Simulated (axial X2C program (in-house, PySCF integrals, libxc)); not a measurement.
**SiBr⁻: cheaper levels and CCSD(T), 2c**

All values were computed with an axial X2C code built on PySCF integrals. Two-component (2c) means X2C with spin–orbit coupling and atomic mean-field two-electron Coulomb and Gaunt terms. Basis: Br dyall-acv3z [9s10p7d5f1g], Si dyall-av3z [9s8p3d2f] (cores contracted in-house); Gaussian nuclei, density fitting, unrestricted open shells. Masses: Br 78.918 u, Si 27.977 u.

State: Ω = 1 (⟨Sz⟩ = 1.00, ⟨Lz⟩ = 0.00 at HF); fragments Br- + Si.

| level | Re (Å) | ωe (cm⁻¹) | De (eV) |
| --- | --- | --- | --- |
| PBE0 | 2.421 | 289.4 | 1.92 |
| HF | 2.494 | 249.9 | 1.25 |
| MP2 | 2.436 | 282.1 | 1.73 |
| PBE | 2.439 | 280.3 | 1.99 |

Correlated methods: 12 electrons correlated (number of frozen shells: Br 3 s, 2 p, 1 d; Si 2 s, 1 p), 246 virtual spin orbitals or spinors in MP2, 90 natural virtuals in coupled cluster.

CCSD(T), same Hamiltonian and basis:

Re = 2.451 Å, ωe = 275.6 cm⁻¹, De = 1.71 eV; T1 = 0.017 (Lee–Taylor normalisation).

**Question.** Give the differences from CCSD(T) in the columns below.

**Answer.** 

```csv
level,ΔRe (Å),Δωe (cm⁻¹),ΔDe (eV)
PBE0,-0.030,13.8,0.21
HF,0.043,-25.7,-0.46
MP2,-0.015,6.5,0.02
PBE,-0.012,4.7,0.28
```

Occupations by symmetry block were frozen at the best pattern of an incomplete PBE0 search. Dissociation energies refer to the lowest single-determinant-based atoms at the same level and basis. Density functionals use the spin component along the axis (collinear). CCSD and (T) use frozen natural virtuals with an MP2 correction for the truncation; (T) itself is uncorrected, so its De runs slightly low. The 2c atoms are single determinants rather than J levels; their spin–orbit lowering is only partly caught, and De is too large by that part. This holds for PBE0, MP2, PBE, CCSD(T). Other states lie close and PBE0, whose exact exchange favours high spin, may order them wrongly; the determinant shown need not be the ground state. The nearest other 2c determinant of the search, Ω = 0, lies 0.71 eV up at the distance of the search. The functionals have no current-density term, which raises determinants with orbital currents, atoms included. With several unpaired electrons one determinant need not be a pure state. Open-shell Ω = 0 determinants with evenly filled partner blocks cannot be reached by this program, so the Ω shown need not be the lowest component. This is the Ω = 1 component of a π² triplet; the 0⁺ component is not one determinant and can lie lowest. The highest occupied level of some functionals is positive through self-interaction error; at Hartree–Fock it is bound. Hartree–Fock gets electron affinities wrong, so its lowest charge split need not be the true one.
